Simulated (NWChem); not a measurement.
Species: 1,1-difluoroethane (C$_{2}$H$_{4}$F$_{2}$); SMILES CC(F)F

```xyz
8

C     -0.1131     1.3665     0.0000
C      0.3508    -0.0603     0.0000
F     -0.1228    -0.7055    -1.0922
F     -0.1228    -0.7055     1.0922
H     -1.2122     1.3880     0.0000
H      0.2563     1.8863    -0.8945
H      0.2563     1.8863     0.8945
H      1.4515    -0.1625     0.0000
```
Atoms are numbered in this order, from 1.

Results from NWChem. Pople sets run with spherical d functions. The geometry was optimised at PBE0/def2-SVP. Static field.

```csv
level,basis functions,isotropic polarisability (bohr³),anisotropy (bohr³),relative time
CAM-B3LYP/6-31G*,64,22.9,0.4,1
CAM-B3LYP/6-31+G*,80,26.5,0.9,2
CAM-B3LYP/def2-SVP,76,23.1,0.8,1
CAM-B3LYP/def2-SVPD,118,29.1,1.8,5
CAM-B3LYP/aug-cc-pVDZ,128,29.5,1.9,9
CAM-B3LYP/Sadlej pVTZ,132,29.7,1.9,10
```

The last column is a rough cost ratio, cheapest run = 1.
